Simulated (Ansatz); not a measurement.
C$_{3}$H$_{4}$AlF, SMILES `C=[C]1[AlH][CH]1F`, relaxed with RKS PBE0-D4/def2-TZVP in Ansatz from a PBE-D4/def2-SVP geometry. The force threshold is 0.005 eV/Å; the program also tests the step.

Charge 0, multiplicity 1.

Start:

```xyz
9

C    -0.996    1.167   -0.148
C    -0.537   -0.110   -0.167
Al    0.976   -0.863   -1.054
C     0.320   -0.804    0.838
F     0.737   -0.121    1.967
H    -1.454    1.622   -1.041
H    -0.949    1.794    0.763
H     1.983   -0.884   -2.291
H    -0.079   -1.802    1.133
```

(1) How much energy does the relaxation release, and in how many steps? (Estimate.)

(2) Which bonds change most? (Best estimate.)

(3) Give the relaxed structure. (Best estimate.)

Answers

(1) Ansatz gave: 0.05 eV, in 10 steps.

(2) Ansatz gave: Al3–C4 from 2.004 to 1.964 Å; C1–C2 from 1.358 to 1.336 Å; C2–Al3 from 1.908 to 1.887 Å; Al3–H8 from 1.595 to 1.576 Å.

(3) Ansatz gave: 
```xyz
9

C    -1.011    1.164   -0.129
C    -0.508   -0.072   -0.188
Al    0.985   -0.836   -1.051
C     0.344   -0.785    0.804
F     0.751   -0.118    1.940
H    -1.443    1.637   -1.005
H    -1.020    1.741    0.794
H     1.987   -0.980   -2.259
H    -0.085   -1.751    1.093
```
